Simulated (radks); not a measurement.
Valence configurations of Bi2+. Calculated with a radial shooting solver on a logarithmic mesh with Libxc functionals: scalar-relativistic Kohn-Sham, PBEsol, spin-polarised, spherical densities, finite nucleus; open shells are filled with parallel spins first (spin-orbit coupling, left out, can overturn this in heavy ions); Fermi nuclear charge, rms radius 5.5211 fm. Energies are relative to [Hg] 6p1; eigenvalues in eV for spin up.

valence,E (eV),moment (Bohr magnetons),e(4f),e(5d),e(6p),e(6s)
[Hg] 6p1,0.000,1,-170.30,-44.614,-19.658,-31.142
[Xe] 4f14 5d10 6s1.5 6p1.5,5.175,2,-171.16,-45.503,-20.390,-32.005
[Xe] 4f14 5d10 6s1 6p2,10.008,3,-171.97,-46.346,-21.038,-32.801
[Xe] 4f14 5d10 6p3,21.845,3,-173.72,-47.860,-21.851,-
[Xe] 4f14 5d9 6s2 6p2,25.952,3,-176.97,-49.882,-21.681,-33.989
[Xe] 4f14 5d9 6s1.5 6p2.5,31.053,4,-177.76,-50.693,-22.292,-34.743
[Xe] 4f13.5 5d10 6s2 6p1.5,77.510,2,-180.90,-48.088,-20.766,-32.713
[Xe] 4f13.5 5d9.5 6s2 6p2,91.316,3,-184.27,-50.744,-21.753,-34.119
[Xe] 4f13 5d10 6s2 6p2,159.46,3,-191.65,-51.603,-21.823,-34.245
[Xe] 4f13 5d10 6s1 6p3,169.73,5,-193.22,-53.214,-23.018,-35.738

NIST lists [Hg] 6p1 as the ground configuration; this level of theory agrees among the configurations tried. The energies are those of spherical high-spin densities, not of single terms.
